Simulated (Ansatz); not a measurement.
Consider the cleavage of the Si–Si bond: `[SiH3][SiH2]CCl` + H₂Te → `ClC[SiH2][TeH]` + SiH₄.

Calculated with Ansatz (gas phase, PBE0-D4/def2-TZVP geometries, no zero-point term in ΔE). CCSD(T)/CBS is the MP2 limit (def2-TZVPP, def2-QZVPP) plus CCSD(T) − MP2 in def2-TZVPP, frozen cores. This one scheme is used for every species. DFT in def2-TZVPP. B3LYP here is the variant with VWN-RPA as its local correlation; programs differ in this. Elements past krypton have def2 core potentials. For Te outer-core shells are correlated without core-valence functions, which leaves a few kJ/mol of doubt a bond. One conformer a species, not always the lowest.

| level | ΔE (kcal/mol) | difference from CCSD(T)/CBS |
| --- | --- | --- |
| PBE-D4 | -13.6 | 2.9 |
| r2SCAN-D4 | -14.9 | 1.6 |
| PBE0-D4 | -14.4 | 2.1 |
| B3LYP-D4 | -15.2 | 1.3 |
| ωB97X-V | -14.7 | 1.8 |
| ωB97M-V | -15.9 | 0.6 |
| PBE | -13.3 | 3.2 |
| PBE0 | -14.1 | 2.4 |
| B3LYP | -14.6 | 1.9 |
| HF/def2-TZVPP | -16.7 | -0.2 |
| MP2/def2-TZVPP | -18.3 | -1.8 |
| SCS-MP2/def2-TZVPP | -17.4 | -0.9 |
| CCSD/def2-TZVPP | -14.9 | 1.6 |
| HF/def2-QZVPP | -16.7 | -0.2 |
| SCS-MP2/def2-QZVPP | -18.2 | -1.7 |
| HF/CBS(def2) | -16.7 | -0.2 |
| CCSD(T)/CBS | -16.5 | 0 |

Largest T1 diagnostic among the species: 0.011.

From PBE to PBE0 (25 % exact exchange), in def2-TZVPP and without D4, ΔE moves by −0.8 kcal/mol.
